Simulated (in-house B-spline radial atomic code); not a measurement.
Checks on a self-consistent run for Ba²⁺, [Kr] 4d10 5s1 5p6 9p1. Computed with an all-electron radial atomic-structure program (B-spline basis): Dirac-Hartree-Fock, average of configuration, Fermi nucleus of rms radius 4.8378 fm.

```
orbital        q       ε (Eh)      <1/r>         <r²>  small-component weight
  1s1/2        2  -1384.76793    60.6979  0.000888168                0.042802
  2s1/2        2   -223.50032    14.2725    0.0141217               0.0092642
  2p1/2        2   -210.01463    14.2153    0.0104334               0.0092555
  2p3/2        4   -195.93665    12.9821     0.011697               0.0087396
  3s1/2        2    -49.56869    5.14546      0.09644               0.0028205
  3p1/2        2    -43.87885    5.04747    0.0915239               0.0027519
  3p3/2        4    -41.08940    4.74492    0.0990437                0.002615
  3d3/2        4    -31.22108    4.59234    0.0819754               0.0024789
  3d5/2        6    -30.63510    4.51475     0.084131               0.0024379
  4s1/2        2    -11.15798    2.08568     0.512218              0.00082207
  4p1/2        2     -9.00958    1.98353     0.550903              0.00076204
  4p3/2        4     -8.42269    1.89176     0.590963              0.00072312
  4d3/2        4     -4.81977    1.66307     0.726853              0.00058094
  4d5/2        6     -4.71834    1.63877     0.744413              0.00056915
  5s1/2        1     -2.46217   0.810582      2.92153              0.00017483
  5p1/2        2     -1.72912   0.720404      3.63589              0.00014138
  5p3/2        4     -1.63893   0.689394      3.90976              0.00013164
  9p1/2  0.33333     -0.11979  0.0732954      384.069              4.4488e-06
  9p3/2  0.66667     -0.11832   0.072247      393.783              4.3402e-06
```

Electron-electron repulsion V_ee = 2918.7919 hartree.

**Question.** What total energy follows from the eigenvalues?

**Answer.** The eigenvalues count the repulsion twice, so E = Σqε - V_ee = -5214.470 - 2918.792 = -8133.262 hartree; the run printed -8133.262.

**Question.** Does the Dirac virial theorem hold?

**Answer.** For a point nucleus E = -2c²Σq·w, with w the small-component weight. Here Σq·w = 0.21654 and c = 137.0360, so the ratio E/(-2c²Σq·w) is 1.000075; the finite nucleus accounts for the departure from 1.

**Question.** What diamagnetic shielding (Lamb formula) and susceptibility (Langevin formula) do the radii give?

**Answer.** σ = (α²/3)Σq<1/r> = 352.395/(3·137.036²) = 6255.2 ppm, and χ = -0.79199×10⁻⁶·Σq<r²> = -340.5×10⁻⁶ cm³/mol with Σq<r²> = 429.94 bohr². Both are non-relativistic formulas without the paramagnetism of open shells; for so heavy an element the full relativistic shielding is larger by tens of per cent.
